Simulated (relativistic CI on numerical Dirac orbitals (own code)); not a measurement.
V2+: M2,3 absorption edge

Computed with this model: Dirac-Coulomb-Breit CI, KLI orbitals optimised for each configuration, model QED (radiative potential, 1s self-energy scaled to tabulated hydrogen-like ionisation energies), valence Slater integrals scaled by 0.7, multiplet model of core-to-valence dipole absorption; configurations [Ar] 3d3 → [Ne] 3s2 3p5 3d4; 80 K; Lorentzian 0.8 eV and Gaussian 0.3 eV FWHM. Energies are those of the free ion, without screening or charge transfer. The branching ratio is the share of the lower-energy edge in the whole absorption, uncertain by about 0.02 where the edges overlap. S is read from ⟨S²⟩ = S(S + 1).

Field parameters in Wybourne normalisation: D4h B²₀ = −7Ds, B⁴₀ = 21(Dq − Dt), B⁴₄ = 21√(5/14) Dq. The field is a parameter set, without covalency.

free ion: ground-state S = 1.50, centroid 47.29 eV. Peaks (eV, height): 40.2 (7), 44.0 (69), 47.1 (100), 51.3 (98).

D4h, 10Dq = 9950, Ds = -1500, Dt = 750 cm⁻¹: ground-state S = 1.50, centroid 47.47 eV. Peaks (eV, height): 40.1 (12), 41.3 (10), 44.5 (81), 48.1 (100), 52.0 (94).

D4h, 10Dq = 9950, Ds = -860, Dt = 750 cm⁻¹: ground-state S = 1.50, centroid 47.47 eV. Peaks (eV, height): 40.2 (12), 41.3 (9), 44.5 (75), 48.1 (100), 52.0 (94).

D4h, 10Dq = 9950, Ds = 1070, Dt = 750 cm⁻¹: ground-state S = 1.50, centroid 47.47 eV. Peaks (eV, height): 40.4 (12), 44.5 (82), 48.0 (100), 52.2 (89).

D4h, 10Dq = 9950, Ds = 1710, Dt = 750 cm⁻¹: ground-state S = 1.50, centroid 47.47 eV. Peaks (eV, height): 40.4 (14), 44.5 (87), 48.0 (100), 52.3 (89).

D4h, 10Dq = 9950, Ds = 2360, Dt = 750 cm⁻¹: ground-state S = 1.50, centroid 47.47 eV. Peaks (eV, height): 40.4 (16), 44.4 (97), 48.1 (100), 52.4 (93).

Strongest unbroadened transitions for D4h, 10Dq = 9950, Ds = 1070, Dt = 750 cm⁻¹:

```tsv
Energy (eV)	Relative strength
44.35	40.4
44.50	35.1
44.55	55.6
46.80	48.0
47.63	41.1
47.72	40.6
47.96	67.1
48.01	78.7
48.08	40.1
48.17	44.1
48.21	34.2
48.32	38.9
51.76	82.4
51.77	89.7
52.17	98.9
52.23	96.0
52.26	100.0
52.29	91.3
```
